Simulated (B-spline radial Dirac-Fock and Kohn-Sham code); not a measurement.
**Al²⁺: eigenvalues, ΔSCF and the reference**

System: the Al²⁺ ion, configuration [Ne] 3s1.

The density-functional columns are spherical, spin-unpolarised Dirac-Kohn-Sham results without Breit or QED terms: −ε is minus the orbital energy of the initial state and ΔSCF the difference of two total energies. The reference in the last column comes from multi-electron Dirac-Fock with separately optimised hole states, Breit and Lamb-shift corrections added in first order. All numbers are from a radial B-spline solver, in eV; a selection of levels is shown. The Kohn-Sham columns are given as differences from the reference.

```
level  LDA −ε − DF  LDA ΔSCF − DF  PBE −ε − DF  PBE ΔSCF − DF  Dirac-Fock
2p1/2        -13.3           +2.7        -13.5           +2.5       104.0
2p3/2        -13.4           +2.6        -13.5           +2.5       103.6
   3s         -4.2           +0.3         -4.3           +0.4       28.08
```

For the outermost level NIST gives 28.44764 eV (measured); the differences from it are LDA −ε -4.52, LDA ΔSCF -0.02, PBE −ε -4.70, PBE ΔSCF -0.01, Dirac-Fock -0.36 eV.

Values without a named source are computed, but for edge energies of neutral atoms, which are taken from tables.
